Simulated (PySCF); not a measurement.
## Dipole response of Se⁻ (selenium, charge -1)

[Ar] 3d10 4s2 4p5, 2P determinant. Calculation: PySCF 2.14, in aug-cc-pVQZ-PP with ECP10MDF; scalar relativity through the core potential. Coupled (time-dependent) response in atomic units; α is the mean over directions.

```
method  mean α (bohr³)         α xx, yy, zz  C₆ (like pair)  S(−4)
   UHF           58.95  46.85, 65.00, 65.00           694.5   1222
```

S(−4) is the Cauchy moment in α(ω) = α(0) + S(−4) ω² + …

Spin-orbit coupling is absent.

α(iu) at UHF:

| u (hartree) | α(iu) (bohr³) |
| --- | --- |
| 0 | 58.95 |
| 0.0500 | 56.13 |
| 0.100 | 49.67 |
| 0.200 | 36.03 |
| 0.300 | 26.08 |
| 0.500 | 14.95 |
| 0.750 | 8.650 |
| 1.00 | 5.605 |
| 1.50 | 2.909 |
| 2.00 | 1.797 |
| 3.00 | 0.9051 |
| 5.00 | 0.3794 |

A single London oscillator, α(iu) = α/(1 + u²/ω²), gives C₆ = (3/4) ω α². Matching the computed C₆ needs ω = 4 × 694.5 / (3 × 58.95²) = 0.266 hartree.

For an ion, C₆ is the dispersion term alone; charge-induced terms of lower order in 1/R come first.

The components differ because the open shell of this determinant is not spherical; for a pure term their mean is the scalar polarisability.

Energies and moments cover only the electrons outside the core potential.
